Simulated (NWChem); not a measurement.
The numbers come from NWChem runs, not from measurements. System: CH$_{3}$Si, charge 0, spin multiplicity 2, at a geometry optimised with UPBE0/def2-SVP. The structure started from a generated list of species. Its SCF solution wasn't tested for a lower state. Level: UMP2/def2-TZVPD, 6 core orbitals frozen.

Job file:

```
start mol
memory heap 200 mb stack 900 mb global 1100 mb
geometry units angstroms nocenter noautoz noautosym
  C      1.100553    -0.086661     0.000000
  Si    -0.793743     0.046157     0.000000
  H      1.537484    -0.549854     0.900791
  H      1.434112     0.973479     0.000000
  H      1.537484    -0.549854    -0.900791
end
basis spherical
  * library def2-tzvpd
end
scf
  uhf
  nopen 1
  maxiter 100
  thresh 1e-7
  semidirect memsize 60000000 filesize 0
  # guess.movecs holds the orbitals of an unrestricted PBE0 run
  vectors input guess.movecs output mol.movecs
end
mp2
  freeze core 6
end
task mp2 energy
```

NWChem printed:

```
             Northwest Computational Chemistry Package (NWChem) 7.3.0
             --------------------------------------------------------

                                NWChem Input Module
                                -------------------

 Scaling coordinates for geometry "geometry" by  1.889725989
 (inverse scale =  0.529177249)

                             Geometry "geometry" -> ""
                             -------------------------

 Output coordinates in angstroms (scale by  1.889725989 to convert to a.u.)

  No.       Tag          Charge          X              Y              Z
 ---- ---------------- ---------- -------------- -------------- --------------
    1 C                    6.0000     1.10055300    -0.08666100     0.00000000
    2 Si                  14.0000    -0.79374300     0.04615700     0.00000000
    3 H                    1.0000     1.53748400    -0.54985400     0.90079100
    4 H                    1.0000     1.43411200     0.97347900     0.00000000
    5 H                    1.0000     1.53748400    -0.54985400    -0.90079100

 Effective nuclear repulsion energy (a.u.)      41.7492891981

            Nuclear Dipole moment (a.u.)
            ----------------------------
        X                 Y               Z
 ---------------- ---------------- ----------------
    -0.0000075589     0.0000056692     0.0000000000


 Summary of "ao basis" -> "" (spherical)
 ------------------------------------------------------------------------------
       Tag                 Description            Shells   Functions and Types
 ---------------- ------------------------------  ------  ---------------------
 *                         def2-tzvpd                 on all atoms

 Summary of "ao basis" -> "ao basis" (spherical)
 ------------------------------------------------------------------------------
       Tag                 Description            Shells   Functions and Types
 ---------------- ------------------------------  ------  ---------------------
 C                         def2-tzvpd               13       37   6s3p3d1f
 Si                        def2-tzvpd               15       43   6s5p3d1f
 H                         def2-tzvpd                5        9   3s2p

                                 NWChem SCF Module
                                 -----------------

  ao basis        = "ao basis"
  functions       =   107
  atoms           =     5
  alpha electrons =    12
  beta  electrons =    11
  charge          =   0.00
  wavefunction    = UHF
  use symmetry    = F
  symmetry adapt  = F

 Summary of "ao basis" -> "ao basis" (spherical)
 ------------------------------------------------------------------------------
       Tag                 Description            Shells   Functions and Types
 ---------------- ------------------------------  ------  ---------------------
 C                         def2-tzvpd               13       37   6s3p3d1f
 Si                        def2-tzvpd               15       43   6s5p3d1f
 H                         def2-tzvpd                5        9   3s2p

 Forming initial guess at       0.1s

 Starting SCF solution at       0.1s

 ----------------------------------------------
         Quadratically convergent UHF

 Convergence threshold     :          1.000E-07
 Maximum no. of iterations :          100
 Integral*density screening:          1.000E-09
 ----------------------------------------------

              iter       energy          gnorm     gmax       time
             ----- ------------------- --------- --------- --------
                 1     -328.4833280490  5.08D-01  2.07D-01      2.1
                 2     -328.4939754185  6.14D-02  9.26D-03      2.3
                 3     -328.4949012566  2.86D-03  9.83D-04      3.3
  ga_iter_lsolve: convergence stagnant ... aborting solve

 Disabled NR: increased maxiter to 110

                 4     -328.4949093917  2.87D-03  5.04D-04      4.5
                 5     -328.4949125274  2.31D-03  4.98D-04      5.0
                 6     -328.4949164302  3.27D-03  4.86D-04      5.4
                 7     -328.4949269718  6.76D-03  1.06D-03      5.8
                 8     -328.4949418440  3.86D-03  8.72D-04      6.2
                 9     -328.4949452778  2.43D-03  7.68D-04      6.6
                10     -328.4949458060  1.18D-03  3.35D-04      7.0
                11     -328.4949459154  4.97D-04  1.60D-04      7.5
                12     -328.4949459412  1.77D-04  5.83D-05      7.9
                13     -328.4949459476  1.15D-04  2.44D-05      8.3
                14     -328.4949459544  2.05D-04  5.78D-05      8.7
                15     -328.4949459832  4.39D-04  1.70D-04      9.4
                16     -328.4949460019  2.19D-04  6.29D-05      9.8
                17     -328.4949460058  1.10D-04  3.65D-05     10.2
                18     -328.4949460070  4.46D-05  1.25D-05     10.6
                19     -328.4949460072  1.14D-05  2.68D-06     11.0
                20     -328.4949460072  4.80D-06  7.71D-07     11.4
                21     -328.4949460072  3.47D-06  7.92D-07     11.8
                22     -328.4949460072  6.12D-06  1.39D-06     12.6
                23     -328.4949460072  1.01D-05  2.66D-06     13.7
                24     -328.4949460072  5.42D-06  1.44D-06     14.1
                25     -328.4949460072  3.94D-06  1.15D-06     14.5
                26     -328.4949460072  9.87D-07  1.82D-07     14.9
                27     -328.4949460072  6.27D-07  1.09D-07     15.4
                28     -328.4949460072  3.01D-07  5.10D-08     15.8
                29     -328.4949460072  3.03D-07  8.59D-08     16.2
[...]
    14     -0.159210  1 C  py                90     -0.158734  4 H  s

 Vector   11  Occ=1.000000D+00  E=-3.508217D-01
              MO Center= -7.7D-01,  3.1D-03, -3.5D-10, r^2= 2.6D+00
   Bfn.  Coefficient  Atom+Function         Bfn.  Coefficient  Atom+Function
  ----- ------------  ---------------      ----- ------------  ---------------
    42      0.447945  2 Si s                 41      0.369629  2 Si s
    53     -0.320765  2 Si px                40     -0.215449  2 Si s
     7      0.208411  1 C  px                10      0.203552  1 C  px
    13      0.203073  1 C  px

 Vector   12  Occ=0.000000D+00  E= 3.214881D-02
              MO Center= -9.0D-01,  7.5D-02,  5.5D-10, r^2= 3.9D+00
   Bfn.  Coefficient  Atom+Function         Bfn.  Coefficient  Atom+Function
  ----- ------------  ---------------      ----- ------------  ---------------
    57      0.825638  2 Si py                 5      0.496557  1 C  s
    14     -0.456368  1 C  py                54      0.335368  2 Si py
    83     -0.336308  3 H  s                101     -0.336308  5 H  s
    28      0.268104  1 C  d  0              92      0.226104  4 H  s
    96     -0.221217  4 H  px                26      0.190109  1 C  d -2

 Vector   13  Occ=0.000000D+00  E= 7.197027D-02
              MO Center= -9.1D-01,  5.9D-02,  3.4D-09, r^2= 4.3D+00
   Bfn.  Coefficient  Atom+Function         Bfn.  Coefficient  Atom+Function
  ----- ------------  ---------------      ----- ------------  ---------------
    58      0.894920  2 Si pz                15     -0.570148  1 C  pz
    87     -0.265708  3 H  px               105      0.265708  5 H  px
    55      0.255293  2 Si pz                83      0.246612  3 H  s
   101     -0.246612  5 H  s                 29     -0.204421  1 C  d  1
    27      0.183292  1 C  d -1

 Vector   14  Occ=0.000000D+00  E= 7.597357D-02
              MO Center=  1.4D+00, -8.4D-02, -3.5D-09, r^2= 9.7D+00
   Bfn.  Coefficient  Atom+Function         Bfn.  Coefficient  Atom+Function
  ----- ------------  ---------------      ----- ------------  ---------------
     5      8.522990  1 C  s                 92     -3.459439  4 H  s
     6      3.119042  1 C  s                 83     -2.870232  3 H  s
   101     -2.870232  5 H  s                 42     -2.065792  2 Si s
    56     -0.944830  2 Si px                97      0.839694  4 H  py
    89      0.644106  3 H  pz               107     -0.644106  5 H  pz

 center of mass
 --------------
 x =  -0.19580421 y =   0.00545741 z =   0.00000000

 moments of inertia (a.u.)
 ------------------
          11.960929235157           8.762069748168           0.000000000000
           8.762069748168         143.457584994696           0.000000000000
           0.000000000000           0.000000000000         143.737222588691

  Mulliken analysis of the total density
  --------------------------------------

    Atom       Charge   Shell Charges
 -----------   ------   -------------------------------------------------------
    1 C    6     6.59   0.85  1.12  0.46  0.74 -0.14  0.00  1.24  1.49  0.75  0.01  0.03  0.02  0.00
    2 Si  14    13.90   2.00  0.59  1.38  1.05  0.84  0.05  4.10  1.74  0.43  1.04  0.55  0.05  0.06 -0.00  0.01
    3 H    1     0.82   0.26  0.48  0.04  0.02  0.02
    4 H    1     0.87   0.25  0.48  0.09  0.02  0.02
    5 H    1     0.82   0.26  0.48  0.04  0.02  0.02

  Mulliken analysis of the alpha density
  --------------------------------------

    Atom       Charge   Shell Charges
 -----------   ------   -------------------------------------------------------
    1 C    6     3.28   0.43  0.56  0.23  0.36 -0.06 -0.00  0.62  0.74  0.36  0.01  0.02  0.01  0.00
    2 Si  14     7.46   1.00  0.30  0.69  0.53  0.43  0.02  2.06  0.86  0.26  0.77  0.47  0.02  0.04 -0.00  0.01
    3 H    1     0.42   0.13  0.25  0.02  0.01  0.01
    4 H    1     0.42   0.13  0.24  0.03  0.01  0.01
    5 H    1     0.42   0.13  0.25  0.02  0.01  0.01

   Mulliken analysis of the beta density
   -------------------------------------

    Atom       Charge   Shell Charges
 -----------   ------   -------------------------------------------------------
    1 C    6     3.31   0.43  0.56  0.23  0.37 -0.08  0.00  0.62  0.76  0.39  0.01  0.01  0.01  0.00
    2 Si  14     6.44   1.00  0.30  0.69  0.52  0.41  0.03  2.04  0.88  0.17  0.27  0.08  0.02  0.03 -0.00  0.01
    3 H    1     0.40   0.13  0.24  0.01  0.01  0.01
    4 H    1     0.45   0.13  0.24  0.06  0.01  0.01
    5 H    1     0.40   0.13  0.24  0.01  0.01  0.01

   Mulliken analysis of the spin density
   -------------------------------------

    Atom       Charge   Shell Charges
 -----------   ------   -------------------------------------------------------
    1 C    6    -0.03  -0.00  0.00 -0.00 -0.01  0.03 -0.00 -0.01 -0.02 -0.03  0.00  0.01  0.01  0.00
    2 Si  14     1.02   0.00  0.00 -0.00  0.01  0.02 -0.01  0.02 -0.02  0.10  0.49  0.39  0.00  0.01  0.00 -0.00
    3 H    1     0.02   0.01  0.01  0.01 -0.00 -0.00
    4 H    1    -0.03  -0.00 -0.00 -0.02 -0.00 -0.01
    5 H    1     0.02   0.01  0.01  0.01 -0.00 -0.00

       Multipole analysis of the density wrt the origin
       ------------------------------------------------

     L   x y z        total         alpha         beta         nuclear
     -   - - -        -----         -----         ----         -------
     0   0 0 0      0.000000    -12.000000    -11.000000     23.000000

     1   1 0 0      0.463115      0.878368     -0.415246     -0.000008
     1   0 1 0     -0.046090     -0.211896      0.165800      0.000006
     1   0 0 1     -0.000000     -0.000000      0.000000      0.000000

     2   2 0 0    -17.883305    -51.423035    -48.137953     81.677683
     2   1 1 0      0.395935      3.160788      2.162755     -4.927607
     2   1 0 1      0.000000      0.000000     -0.000000      0.000000
     2   0 2 0    -13.840031    -10.663072     -8.987893      5.810934
     2   0 1 1      0.000000      0.000000     -0.000000      0.000000
     2   0 0 2    -17.219557    -14.540141     -8.474713      5.795298

                   NWChem MP2 Semi-direct Energy/Gradient Module
                   ---------------------------------------------

  Basis functions       =    107
  Molecular orbitals    =    107
  Frozen core           =      6
  Frozen virtuals       =      0
  Active alpha occupied =      6
  Active beta occupied  =      5
  Active alpha virtual  =     95
  Active beta virtual   =     96
  Use MO symmetry       = F
  Use skeleton AO sym   = F

  AO/Fock/Back tols     =   1.0D-09  1.0D-09  1.0D-09

 GA uses MA = F    GA memory limited = T

 Available:
  local mem=  1.26D+08
 global mem=  1.44D+08
 local disk=  0.00D+00
  mp2_memr nvloc                    95
  nvloc new                    95
   1 passes of   6:        5242880                      51844                  11199974.
   1 passes of   6: M    126149579           G      144156302           F     120906699.

 Semi-direct pass number   1 of   1  for UHF alpha       at       19.8s
  vrange nnbf                  5769
  mp2_eaftype                    42  avail_ma_in_mb                  1099
 EAF : mp2_eaftype filesize          42    5599987.
  mp2_eaf for mointskh                     42
Node 0 wrote     26.3 Mb in      0.0 s     Agg I/O rate:  1130.3 Mb/s
 Done moints_semi at       24.4s
  mp2_eaftype                    42  avail_ma_in_mb                  1057
 EAF : mp2_eaftype filesize          42    5599987.
  mp2_eaf for kh                    42
 Done maket at       24.6s
 Done multipass loop at       24.6s

 GA uses MA = F    GA memory limited = T

 Available:
  local mem=  1.26D+08
 global mem=  1.44D+08
 local disk=  0.00D+00
  mp2_memr nvloc                    96
  nvloc new                    96
   1 passes of   5:        5242880                      47346                   9434660.
   1 passes of   5: M    126149579           G      144156302           F     120906699.

 Semi-direct pass number   1 of   1  for UHF beta        at       24.7s
  vrange nnbf                  5769
  mp2_eaftype                    35  avail_ma_in_mb                  1099
 EAF : mp2_eaftype filesize          35    4717330.
  mp2_eaf for mointskh                     35
Node 0 wrote     22.2 Mb in      0.0 s     Agg I/O rate:   745.6 Mb/s
 Done moints_semi at       29.2s
  mp2_eaftype                    35  avail_ma_in_mb                  1064
 EAF : mp2_eaftype filesize          35    4717330.
  mp2_eaf for kh                    35
 Done maket at       29.4s
 Done multipass loop at       29.4s

          -------------------------------------------
          SCF energy                -328.494946007227
          Correlation energy          -0.249486294061
          Singlet pairs                0.000000000000
          Triplet pairs                0.000000000000
          Total MP2 energy          -328.744432301288
          -------------------------------------------

          ---------------------------------------------------
                    Spin Component Scaled (SCS) MP2
          Same spin pairs                     -0.050550221823
          Same spin scaling factor             0.333333333333
          Opposite spin pairs                 -0.198936072237
          Opposite spin scaling fact.          1.200000000000
          SCS-MP2 correlation energy          -0.255573360626
          Total SCS-MP2 energy              -328.750519367853
          ---------------------------------------------------

 -----------------------
 Performance information
 -----------------------

 Timer overhead =  1.36D-07 seconds/call

               Nr. of calls         CPU time (s)                 Wall time (s)                GFlops
             ---------------    -------------------     ------------------------------   -------------------
Name         Min   Avg   Max    Min     Avg     Max     Min     Avg     Max   Mx/calls   Min     Max     Sum
mp2: moin     2     2     2    9.1     9.1     9.1      9.1     9.1     9.1     4.6      0.0     0.0     0.0
mp2: make     2     2     2   0.35    0.35    0.35     0.35    0.35    0.35    0.18      0.0     0.0     0.0
mp2: tota     1     1     1    9.6     9.6     9.6      9.6     9.6     9.6     9.6      0.0     0.0     0.0

 The average no. of pstat calls per process was 5.00D+00
 with a timing overhead of 6.80D-07s

 Task  times  cpu:       29.4s     wall:       29.4s

 Total times  cpu:       29.4s     wall:       29.4s
```
